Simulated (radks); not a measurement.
Effect of the nuclear size on the oxygen ion O2+, [He] 2s2 2p2. All-electron calculation, Dirac Kohn-Sham, BLYP, spin-unpolarised, spherical densities, finite nucleus; open shells are shared between the two j in proportion to 2j + 1; Fermi nuclear charge, rms radius 2.6991 fm. Program: a radial shooting solver on a logarithmic mesh with Libxc functionals. The rms radius is varied about that value; shifts are against it.

rms radius (fm)  total energy shift (eV)  density at nucleus (e/bohr^3)  1s1/2 shift (meV)
2.2726                         -0.000113                          326.3             -0.044
2.4859                        -0.0000588                          326.2             -0.023
2.6991                                 0                          326.1              0.000
2.915                          0.0000643                            326              0.025
3.1903                          0.000153                          325.8              0.059

Slopes of the eigenvalues against <r^2> in GHz/fm^2, as finite differences over the two radii next to the reference (eigenvalue slopes, not the field-shift constants of lines): 1s1/2 4.95.
